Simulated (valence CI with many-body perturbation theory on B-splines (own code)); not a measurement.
# Pm LV: E2, E3, M2 decay

Level of theory: relativistic CI+MBPT: five valence electrons over a frozen Dirac-Fock core [He], a basis of 11 s, 11 p, 10 d, 8 f, 5 g, 2 h functions for each j, with the one-electron correlation potential Σ1 (screened to all orders), the two-electron term Σ2, the three-electron term Σ3, Breit, model QED; selected single and double excitations, second order for the rest, scaled by the run's own slope (own B-spline code, finite nucleus).

No measured spectrum was set against this ion. As an estimate, large intervals hold to a few tenths of a per cent, small ones and those within an open d or f shell to about a per cent. Among the levels kept, up to 7300 cm⁻¹ of a level comes from second order outside the variational space, and about a tenth of that is noise between levels of different J, which matters for small intervals.

Lines 51 to 82 of 82 in falling wavelength, among levels below 7955.8 eV, chosen from the decays that carry over 1 % of a level's rate. Wavelengths and rates use the calculated energies. Electric multipoles are in the length gauge, E1 and E2 with the static RPA response of the core. Weak lines are less certain than strong ones. Lines between different terms over intervals too small for the method are left out, as are lines whose strength nearly cancels. The highest levels of a list are the least certain.

Levels are named by their leading jj configuration (3d3/2^4 stands for four electrons in 3d with j = 3/2), which in mixed levels can hold well under half, so a name can repeat and another be missing. Letters in brackets count levels of one name in rising energy.

| λ vac (Å) | Upper | Lower | Type | A (s⁻¹) | Branch % |
| --- | --- | --- | --- | --- | --- |
| 1.906 | (2s 2p1/2^2 2p3/2 3d5/2) J=9/2 | (2s^2 2p1/2 2p3/2^2) J=5/2 | E2 | 1.61e+09 | 2.9 |
| 1.863 | (2s^2 2p3/2^2 3d5/2) J=9/2 | (2s 2p1/2^2 2p3/2^2) J=5/2 | E2 | 4.45e+09 | 8.5 |
| 1.843 | (2s 2p1/2 2p3/2^2 3p3/2) J=1/2 [b] | (2s 2p1/2^2 2p3/2^2) J=3/2 | E2 | 2.75e+11 | 1.7 |
| 1.839 | (2s 2p1/2 2p3/2^2 3p3/2) J=9/2 | (2s 2p1/2^2 2p3/2^2) J=5/2 | E2 | 4.33e+11 | 35.1 |
| 1.838 | (2s^2 2p1/2 2p3/2 3p3/2) J=1/2 [a] | (2s^2 2p1/2^2 2p3/2) J=3/2 | E2 | 1.47e+11 | 3.0 |
| 1.837 | (2s^2 2p1/2 2p3/2 3p3/2) J=5/2 [a] | (2s^2 2p1/2^2 2p3/2) J=3/2 | E2 | 1.14e+11 | 1.4 |
| 1.836 | (2s^2 2p1/2 2p3/2 3p3/2) J=3/2 [a] | (2s^2 2p1/2^2 2p3/2) J=3/2 | E2 | 3.61e+11 | 25.3 |
| 1.834 | (2s^2 2p1/2 2p3/2 3p3/2) J=7/2 | (2s^2 2p1/2^2 2p3/2) J=3/2 | E2 | 3.92e+11 | 38.1 |
| 1.833 | (2s^2 2p3/2^2 3p3/2) J=1/2 | (2s^2 2p1/2 2p3/2^2) J=5/2 | E2 | 3.58e+11 | 4.0 |
| 1.832 | (2s^2 2p3/2^2 3p3/2) J=5/2 | (2s^2 2p1/2 2p3/2^2) J=5/2 | E2 | 2.51e+11 | 1.3 |
| 1.831 | (2s^2 2p3/2^2 3p3/2) J=7/2 | (2s^2 2p1/2 2p3/2^2) J=5/2 | E2 | 1.66e+11 | 2.3 |
| 1.828 | (2s^2 2p1/2 2p3/2 3p3/2) J=5/2 [b] | (2s^2 2p1/2^2 2p3/2) J=3/2 | E2 | 2.71e+11 | 18.9 |
| 1.825 | (2s^2 2p3/2^2 3p3/2) J=7/2 | (2s^2 2p1/2 2p3/2^2) J=3/2 | E2 | 2.87e+11 | 4.0 |
| 1.825 | (2s^2 2p3/2^2 3p3/2) J=3/2 | (2s^2 2p1/2 2p3/2^2) J=1/2 | E2 | 3.25e+11 | 1.4 |
| 1.800 | (2s^2 2p1/2 2p3/2 3d5/2) J=9/2 | (2s^2 2p1/2^2 2p3/2) J=3/2 | E3 | 1.81e+09 | 4.0 |
| 1.799 | (2s^2 2p3/2^2 3d5/2) J=9/2 | (2s^2 2p1/2 2p3/2^2) J=5/2 | M2 | 6.00e+09 | 11.4 |
| 1.799 | (2s^2 2p3/2^2 3d5/2) J=9/2 | (2s^2 2p1/2 2p3/2^2) J=5/2 | E3 | 7.09e+08 | 1.4 |
| 1.793 | (2s^2 2p3/2^2 3d5/2) J=9/2 | (2s^2 2p1/2 2p3/2^2) J=3/2 | E3 | 1.44e+09 | 2.7 |
| 1.758 | (2s 2p1/2^2 2p3/2 3d3/2) J=5/2 [a] | (2s^2 2p1/2^2 2p3/2) J=3/2 | E2 | 7.78e+11 | 1.2 |
| 1.757 | (2s 2p1/2^2 2p3/2 3d3/2) J=7/2 | (2s^2 2p1/2^2 2p3/2) J=3/2 | E2 | 1.03e+12 | 79.7 |
| 1.756 | (2s 2p1/2 2p3/2^2 3d5/2) J=9/2 [a] | (2s^2 2p1/2 2p3/2^2) J=5/2 | E2 | 8.62e+10 | 15.1 |
| 1.754 | (2s 2p1/2 2p3/2^2 3d3/2) J=9/2 | (2s^2 2p1/2 2p3/2^2) J=5/2 | E2 | 1.33e+12 | 71.3 |
| 1.749 | (2s 2p1/2 2p3/2^2 3d5/2) J=7/2 [a] | (2s^2 2p1/2 2p3/2^2) J=3/2 | E2 | 1.25e+12 | 4.9 |
| 1.745 | (2s 2p1/2 2p3/2^2 3d5/2) J=9/2 [b] | (2s^2 2p1/2 2p3/2^2) J=5/2 | E2 | 1.12e+12 | 69.5 |
| 1.740 | (2s 2p1/2^2 2p3/2 3d3/2) J=5/2 [b] | (2s^2 2p1/2^2 2p3/2) J=3/2 | E2 | 8.00e+11 | 1.2 |
| 1.736 | (2s 2p1/2 2p3/2^2 3d3/2) J=7/2 [c] | (2s^2 2p1/2 2p3/2^2) J=5/2 | E2 | 2.79e+12 | 1.2 |
| 1.736 | (2s 2p1/2^2 2p3/2 3d5/2) J=1/2 | (2s^2 2p1/2^2 2p3/2) J=3/2 | E2 | 4.78e+12 | 1.2 |
| 1.732 | (2s 2p1/2 2p3/2^2 3d5/2) J=3/2 [d] | (2s^2 2p1/2 2p3/2^2) J=1/2 | E2 | 2.66e+12 | 2.6 |
| 1.728 | (2s 2p1/2^2 2p3/2 3d5/2) J=7/2 [b] | (2s^2 2p1/2^2 2p3/2) J=3/2 | E2 | 1.92e+12 | 1.1 |
| 1.726 | (2s 2p1/2 2p3/2^2 3d5/2) J=9/2 [c] | (2s^2 2p1/2 2p3/2^2) J=5/2 | E2 | 2.46e+12 | 44.2 |
| 1.725 | (2s 2p1/2 2p3/2^2 3d5/2) J=7/2 [d] | (2s^2 2p1/2 2p3/2^2) J=5/2 | E2 | 6.72e+11 | 1.8 |
| 1.724 | (2s 2p1/2 2p3/2^2 3d5/2) J=7/2 [c] | (2s^2 2p1/2 2p3/2^2) J=3/2 | E2 | 2.21e+12 | 4.3 |
